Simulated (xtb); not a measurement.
GeH₂O, SMILES [OH][GeH] (connectivity only; charge and spin as stated), neutral, multiplicity 1. All values are semi-empirical tight-binding results from xtb (GFN2-xTB unless named), good for trends rather than for accurate numbers. Coordinates come from a GFN2-xTB optimisation.

For metal compounds this method's bond lengths and energies can be far off.

Computed properties:
| Quantity | Result |
|---|---|
| point group as xtb finds it | Cs |
| orbital gap | 3.51 eV |
| zero-point energy | 10.2 kcal/mol |
| G − E(el) at 298.15 K (modified RRHO) | -5.4 kcal/mol |
